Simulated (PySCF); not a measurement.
Sn(OH)3 (H3O3Sn), SMILES [OH][Sn+]([OH])[OH], charge +1.

Coordinates come from a PBE-D3(BJ)/def2-SVP optimisation. The multiplicity is an assumed one; other spin states were not compared. The isomer is the one that the SMILES or the coordinates give; other isomers of the formula were not compared. The def2 effective core potentials stand for the cores of Sn; spin–orbit coupling is left out. Other conformers were not sampled.

The numbers are results of PySCF with PBE-D3(BJ)/def2-SVP, not measurements.

Frequencies are harmonic and unscaled.

```tsv
mode	ν (cm⁻¹)	IR (km/mol)	moving atoms (share of kinetic energy)
1	118	28.3	O 70 %, Sn 29 %
2	130	17.2	O 76 %, Sn 13 %, H 11 %
3	137	0.9	O 78 %, Sn 11 %, H 10 %
4	225	3.3	H 93 %
5	298	87.9	H 88 %, O 11 %
6	340	223.8	H 97 %
7	591	1.7	O 98 %
8	660	54.7	O 81 %, Sn 18 %
9	669	37.8	O 84 %, Sn 15 %
10	847	116.5	H 94 %
11	890	20.9	H 92 %
12	923	102.2	H 93 %
13	3614	353.6	H 94 %
14	3619	172.0	H 94 %
15	3629	191.7	H 94 %
```
